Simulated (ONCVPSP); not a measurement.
# Before and after: ONCV potential for Tb

ONCVPSP 4.0.1 input, shortened (lines: element, Z, core and valence counts, functional; n l f; lmax; l rc ep ncon nbas qcut; lloc lpopt rc5 dvloc0; l nproj debl; icmod fcfact rcfact), LDA (Perdew-Wang 92), scalar-relativistic:

```
  Tb 65.00   10    4  -001012      upf
    1    0    2.00
    2    0    2.00
    2    1    6.00
    3    0    2.00
    3    1    6.00
    3    2   10.00
    4    0    2.00
    4    1    6.00
    4    2   10.00
    4    3    8.00
    5    0    2.00
    5    1    6.00
    5    2    1.00
    6    0    2.00
    2
    0    2.20    0.00    3    7    5.30
    1    2.20    0.00    3    7    5.70
    2    2.20    0.00    4    8    3.90
    4    4    1.55    6.00
    0    2    1.40
    1    2    1.80
    2    2    3.40
    3    5.50    1.05
```

Change: core correction none.

Cutoffs: the cutoffs (Ha) at which the residual kinetic energy of the hardest occupied pseudo-wave falls to 1 and 0.1 mHa per electron; they do not see the model core or the augmentation charge, which bear on the density cutoff. Errors are all-electron minus pseudo energies relative to the spin-unpolarised reference configuration.

Q: Predict the effect on cutoff, ghosts and configuration errors.

A: The potential gets neither clearly harder nor softer (8.9 Ha and 36 Ha → 8.9 Ha and 36 Ha); of the 3 tests that both files solve, the error grows in 2 and shrinks in 1 by more than 15 % and 0.3 meV (median size 0.9 → 1.8 meV); neither file shows a bound ghost.

| quantity | base | changed |
| --- | --- | --- |
| cutoff, loose | 8.9 Ha | 8.9 Ha |
| cutoff, tight | 36 Ha | 36 Ha |
| bound ghosts | none | none |
| GHOST(+) flags under 300 eV | none | none |
| tests counted as reliable (solved cleanly; for ONCVPSP, near-neutral configurations with less than one 5d electron left out) | 3 of 4 | 3 of 4 |
| error for 5s2 5p6 5d1 6s1, meV [ΔE 6.95 eV] | -0.9 | -0.6 |
| error for 5s2 5p6 5d1 6s0, meV [ΔE 19.49 eV] | +2.9 | +4.7 |
| error for 5s2 5p6 5d1 6s0 6p2, meV [ΔE 6.25 eV] | +0.6 | +1.8 |
| s: phases at 2.24 bohr within 0.05 rad from the reference energy up to (Ha; the scan ends near 5) | 4.0 | 4.0 |
| p: phases at 2.24 bohr within 0.05 rad from the reference energy up to (Ha; the scan ends near 5) | to the end of the scan | to the end of the scan |
| d: phases at 2.24 bohr within 0.05 rad from the reference energy up to (Ha; the scan ends near 5) | to the end of the scan | to the end of the scan |
